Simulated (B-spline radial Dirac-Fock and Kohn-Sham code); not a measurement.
## X-ray lines that fill the M4 vacancy in Te³⁺

System: Te³⁺ in the configuration [Kr] 4d10 5s2 5p1, inside a Watson sphere of charge -3 and radius 1.6 Å (a model of the Madelung potential; inside it an electron's potential energy is raised by 27.0 eV).

Calculated with a radial B-spline solver, using independent-particle radiative and Coulomb Auger rates from relativistic LDA hole-state orbitals, with Dirac-Fock energies.

```
 line  multipole  energy (eV)  width (meV)  share (%)
  Mζ2         E1        454.1        0.173       84.0
M4-N3         E1        463.9       0.0278       13.5
M4-N4         E2        543.4     0.000122     0.0595
M4-O2         E1        588.3      0.00417       2.03
M4-O3         E1        589.3     0.000673      0.328
```

The listed lines hold 100.0 % of the radiative rate. The radiative width is 0.000205 eV in the length form and 0.000221 eV in the velocity form; the two differ because the transition energies are not eigenvalue differences of the potential that gave the orbitals.
